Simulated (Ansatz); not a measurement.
Input for Ansatz (an electronic-structure program): R-CCSD(T)/def2-SVPD on CH2IN (a complex), monomers drawn apart or pushed together. Elements past Kr take the def2 small-core potentials; no spin–orbit coupling. The run froze 11 orbitals, filled d shells among them.

Ansatz 0.2 input:
```yaml
crystal:
  periodic: [false, false, false]
  atoms:
    - {symbol: C, position_ang: [1.10801620, -0.16739859, 1.03910764]}
    - {symbol: N, position_ang: [0.22939679, 0.01627081, 1.74955533]}
    - {symbol: H, position_ang: [1.92702125, -0.33863846, 0.37684495]}
    - {symbol: I, position_ang: [-2.55987831, 0.61745193, 4.01602324]}
    - {symbol: H, position_ang: [-1.32021532, 0.34763390, 3.00654024]}
basis:
  gaussian:
    orbitals: def2-SVPD
magnetization: {spin_polarized: false}
correlation: {method: ccsd_t, electrons: outside_noble_gas}
scf: {lower_state_search: off}
```

Question: What total energy does the run end on?

Answer: -390.4928 hartree (reference determinant -390.0385, T1 diagnostic 0.012).

Question: How many basis functions does it have, and what does it roughly cost on one machine?

Answer: 91 functions; roughly 5 core-seconds.
